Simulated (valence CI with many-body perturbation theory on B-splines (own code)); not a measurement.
**E1 transitions of Tb LII**

Method: valence CI with perturbative core correlation (CI+MBPT): four valence electrons over a frozen Dirac-Fock core [Ne], a basis of 11 s, 11 p, 9 d, 7 f, 5 g, 2 h, 1 i functions for each j, with the one-electron correlation potential Σ1 (screened to all orders), the two-electron term Σ2, the three-electron term Σ3, Breit, model QED; selected single and double excitations, second order for the rest (own B-spline code, finite nucleus).

No measured spectrum was set against this ion. As an estimate, large intervals hold to a few tenths of a per cent, small ones and those within an open d or f shell to about a per cent.

Lines 1 to 50 of 228 in falling wavelength, among levels below 6610.0 × 10³ cm⁻¹, chosen from the strongest by gf and those to the six lowest levels. Wavelengths and rates use the calculated energies. Electric multipoles are in the length gauge, E1 and E2 with the static RPA response of the core. Weak lines are less certain than strong ones. Lines between different terms over intervals too small for the method are left out, as are lines whose strength nearly cancels. The highest levels of a list are the least certain.

Levels are named by their leading jj configuration (3d3/2^4 stands for four electrons in 3d with j = 3/2), which in mixed levels can hold well under half, so a name can repeat and another be missing. Letters in brackets count levels of one name in rising energy.

| λ vac (nm) | Upper | Lower | A (s⁻¹) | S (a.u.) |
| --- | --- | --- | --- | --- |
| 106.7 | (3s^2 3p3/2^2) J=2 | (3s^2 3p1/2 3d3/2) J=2 | 1.64e+04 | 4.92e-05 |
| 33.33 | (3s^2 3p3/2^2) J=2 | (3s 3p1/2^2 3p3/2) J=1 | 5.90e+06 | 5.39e-04 |
| 22.70 | (3s^2 3p3/2^2) J=0 | (3s 3p1/2^2 3p3/2) J=1 | 1.88e+07 | 1.09e-04 |
| 20.11 | (3s^2 3p3/2^2) J=2 | (3s 3p1/2^2 3p3/2) J=2 | 1.09e+07 | 2.19e-04 |
| 12.93 | (3s 3p1/2 3p3/2 3d3/2) J=3 [a] | (3s^2 3p3/2 3d3/2) J=2 | 1.57e+09 | 1.18e-02 |
| 11.23 | (3s 3p1/2^2 3d3/2) J=2 | (3s^2 3p1/2 3d3/2) J=1 | 5.34e+09 | 1.86e-02 |
| 11.16 | (3s 3p1/2 3p3/2 3d3/2) J=4 | (3s^2 3p3/2 3d3/2) J=3 | 6.02e+09 | 3.71e-02 |
| 11.13 | (3s 3p1/2 3p3/2 3d5/2) J=4 [a] | (3s^2 3p3/2 3d5/2) J=4 | 1.89e+09 | 1.16e-02 |
| 10.29 | (3s 3p1/2 3p3/2 3d5/2) J=4 [b] | (3s^2 3p3/2 3d5/2) J=3 | 4.27e+09 | 2.07e-02 |
| 10.19 | (3s 3p1/2 3p3/2 3d3/2) J=2 [c] | (3s^2 3p3/2 3d3/2) J=2 | 4.77e+09 | 1.25e-02 |
| 9.629 | (3s 3p1/2^2 3p3/2) J=2 | (3s^2 3p1/2 3p3/2) J=2 | 7.66e+09 | 1.69e-02 |
| 9.524 | (3s 3p1/2 3p3/2 3d3/2) J=2 [d] | (3s^2 3p3/2 3d3/2) J=1 | 5.27e+09 | 1.12e-02 |
| 9.513 | (3s 3p1/2 3p3/2 3d5/2) J=5 | (3s^2 3p3/2 3d5/2) J=4 | 1.45e+10 | 6.77e-02 |
| 9.392 | (3s 3p1/2 3p3/2 3d3/2) J=2 [a] | (3s 3p1/2 3p3/2^2) J=2 [b] | 4.19e+09 | 8.57e-03 |
| 9.377 | (3s 3p1/2 3p3/2 3d5/2) J=3 [a] | (3s^2 3p3/2 3d5/2) J=2 | 6.74e+09 | 1.92e-02 |
| 9.334 | (3s 3p1/2 3p3/2 3d5/2) J=4 [c] | (3s^2 3p3/2 3d5/2) J=3 | 7.86e+09 | 2.84e-02 |
| 9.330 | (3s 3p1/2 3p3/2^2) J=3 | (3s^2 3p3/2^2) J=2 | 9.31e+09 | 2.61e-02 |
| 9.147 | (3s 3p1/2^2 3d5/2) J=3 | (3s^2 3p1/2 3d5/2) J=3 | 1.10e+10 | 2.91e-02 |
| 9.105 | (3s 3p1/2 3p3/2 3d3/2) J=1 [c] | (3s^2 3p3/2 3d3/2) J=1 | 9.09e+09 | 1.02e-02 |
| 9.084 | (3s 3p1/2^2 3d5/2) J=3 | (3s^2 3p1/2 3d5/2) J=2 | 1.76e+10 | 4.55e-02 |
| 9.062 | (3s 3p1/2^2 3p3/2) J=2 | (3s^2 3p1/2 3p3/2) J=1 | 9.77e+09 | 1.79e-02 |
| 9.041 | (3s 3p1/2 3p3/2 3d3/2) J=3 [c] | (3s^2 3p3/2 3d3/2) J=3 | 1.01e+10 | 2.59e-02 |
| 9.030 | (3s 3p1/2 3p3/2^2) J=1 [a] | (3s^2 3p3/2^2) J=0 | 7.14e+09 | 7.78e-03 |
| 8.991 | (3s 3p1/2 3p3/2 3d5/2) J=1 [c] | (3s^2 3p3/2 3d5/2) J=1 | 1.06e+10 | 1.14e-02 |
| 8.852 | (3s 3p1/2^2 3d3/2) J=1 | (3s^2 3p1/2 3d3/2) J=2 | 2.19e+10 | 2.25e-02 |
| 8.846 | (3s 3p1/2 3p3/2 3d5/2) J=2 [c] | (3s^2 3p3/2 3d5/2) J=1 | 1.10e+10 | 1.88e-02 |
| 8.779 | (3s 3p1/2 3p3/2 3d5/2) J=3 [b] | (3s^2 3p3/2 3d5/2) J=2 | 8.49e+09 | 1.98e-02 |
| 8.538 | (3s 3p1/2 3p3/2 3d5/2) J=2 [b] | (3s^2 3p3/2 3d5/2) J=2 | 1.29e+10 | 1.98e-02 |
| 8.497 | (3s 3p1/2^2 3d3/2) J=2 | (3s^2 3p1/2 3d3/2) J=2 | 1.65e+10 | 2.50e-02 |
| 8.439 | (3s 3p1/2 3p3/2 3d5/2) J=3 [d] | (3s^2 3p3/2 3d5/2) J=3 | 1.48e+10 | 3.07e-02 |
| 8.417 | (3s 3p1/2 3p3/2 3d5/2) J=2 [d] | (3s^2 3p3/2 3d5/2) J=1 | 8.32e+09 | 1.22e-02 |
| 8.414 | (3s 3p1/2^2 3d5/2) J=2 | (3s^2 3p1/2 3d5/2) J=3 | 2.46e+10 | 3.62e-02 |
| 8.403 | (3s 3p1/2 3p3/2 3d3/2) J=2 [b] | (3s 3p1/2 3p3/2^2) J=2 [b] | 7.60e+09 | 1.11e-02 |
| 8.388 | (3s 3p1/2 3p3/2 3d5/2) J=2 [c] | (3s^2 3p3/2 3d5/2) J=3 | 6.19e+09 | 9.01e-03 |
| 8.361 | (3s 3p1/2^2 3d5/2) J=2 | (3s^2 3p1/2 3d5/2) J=2 | 6.34e+09 | 9.14e-03 |
| 8.327 | (3s 3p1/2 3p3/2 3d3/2) J=2 [b] | (3s 3p1/2 3p3/2^2) J=1 [a] | 5.76e+09 | 8.21e-03 |
| 8.278 | (3s 3p1/2 3p3/2 3d5/2) J=4 [b] | (3s^2 3p3/2 3d5/2) J=4 | 5.14e+09 | 1.29e-02 |
| 8.093 | (3s 3p1/2^2 3p3/2) J=1 | (3s^2 3p1/2 3p3/2) J=2 | 2.94e+10 | 2.30e-02 |
| 8.013 | (3s 3p1/2 3p3/2^2) J=1 [a] | (3s^2 3p3/2^2) J=2 | 1.08e+10 | 8.26e-03 |
| 8.001 | (3s 3p1/2 3p3/2 3d5/2) J=2 [d] | (3s^2 3p3/2 3d5/2) J=3 | 9.43e+09 | 1.19e-02 |
| 7.989 | (3s 3p1/2 3p3/2 3d3/2) J=2 [a] | (3s 3p1/2 3p3/2^2) J=3 | 1.72e+10 | 2.16e-02 |
| 7.944 | (3s 3p1/2 3p3/2^2) J=2 [b] | (3s^2 3p3/2^2) J=2 | 1.69e+10 | 2.09e-02 |
| 7.927 | (3p1/2^2 3p3/2^2) J=0 | (3s 3p1/2 3p3/2^2) J=1 [a] | 5.33e+10 | 1.31e-02 |
| 7.743 | (3s 3p1/2 3p3/2 3d5/2) J=3 [c] | (3s^2 3p3/2 3d5/2) J=4 | 2.11e+10 | 3.38e-02 |
| 7.688 | (3s 3p1/2^2 3p3/2) J=1 | (3s^2 3p1/2 3p3/2) J=1 | 9.10e+09 | 6.13e-03 |
| 7.660 | (3s 3p1/2 3p3/2 3d3/2) J=2 [e] | (3s^2 3p3/2 3d3/2) J=3 | 2.24e+10 | 2.48e-02 |
| 7.649 | (3s 3p1/2 3p3/2 3d5/2) J=4 [c] | (3s^2 3p3/2 3d5/2) J=4 | 1.34e+10 | 2.67e-02 |
| 7.512 | (3s 3p1/2 3p3/2^2) J=1 [b] | (3s^2 3p3/2^2) J=2 | 1.32e+10 | 8.26e-03 |
| 7.485 | (3s 3p1/2^2 3d3/2) J=1 | (3s 3p1/2^2 3p3/2) J=1 | 1.08e+10 | 6.70e-03 |
| 7.323 | (3s 3p1/2 3p3/2 3d3/2) J=2 [a] | (3s 3p1/2 3p3/2^2) J=2 [a] | 1.21e+10 | 1.17e-02 |
